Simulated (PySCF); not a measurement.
Compound: 2-fluoropyridine, C5H4FN.
SMILES with atom numbers: `[F:1][c:2]1[cH:3][cH:4][cH:5][cH:6][n:7]1`

NICS = −σ at a ghost point: NICS(0) at the centroid of the ring atoms, NICS(1) 1 Å to either side along the normal of their mean plane, zz for the tensor component along that normal. Level: GIAO PBE0/pcSseg-1 (PySCF, non-relativistic, gas phase) on the GFN2-xTB geometry, one conformer.

Ring bond lengths (Å), with Mayer bond orders in brackets: C2–C3 1.388 (1.38), C3–C4 1.384 (1.42), C4–C5 1.389 (1.41), C5–C6 1.385 (1.42), C6–N7 1.323 (1.45), N7–C2 1.311 (1.49).

What do the NICS probes read (ppm)?

```json
{"ring": "C2–C3–C4–C5–C6–N7", "type": "6-membered ring with N; formal bonds all aromatic", "NICS(0)": "-8.9", "NICS(1), two faces": "-11.2 / -11.2", "NICS(1)zz, two faces": "-27.9 / -27.9", "rms pucker (Å)": "0.00", "centre to ring atoms, mean (Å)": "1.36"}
```

What can be read from them?

- C2–C3–C4–C5–C6–N7: mean NICS(1)zz -27.9 ppm, shielded. The ring is flat and has no four-coordinate atom; by the NICS criterion it is aromatic.

What does the geometric index give? Use HOMA with the parameters of Krygowski (1993).

- C2–C3–C4–C5–C6–N7: HOMA 0.99; the largest term is that of N7–C2, α(R − Ropt)² = 0.05. The geometric and the magnetic index point the same way.

At the first NICS(1) probe listed for ring C2–C3–C4–C5–C6–N7, 1 Å off the ring, what do the in-plane components average?

The isotropic value is a third of the trace: (3 × -11.2 − (-27.9))/2 = -2.8 ppm.

What are the shieldings of the ring atoms and their hydrogens in the same run (means over atoms taken as equivalent)?

```tsv
atoms	environment	σ isotropic (ppm)
C2	aromatic C–F carbon	12.7
C3	aromatic CH carbon	72.5
C4	aromatic CH carbon	40.6
C5	aromatic CH carbon	61.7
C6	aromatic CH next to a ring nitrogen	31.8
N7	pyridine-type nitrogen	-51.2
H on C3	aromatic hydrogen	24.67
H on C4	aromatic hydrogen	23.68
H on C5	aromatic hydrogen	24.46
H on C6	aromatic hydrogen	23.07
```

On Arm Neoverse V2, one thread, no GPU, shared host, this took 12 s wall. This is the whole shielding run at PBE0/pcSseg-1, SCF included.
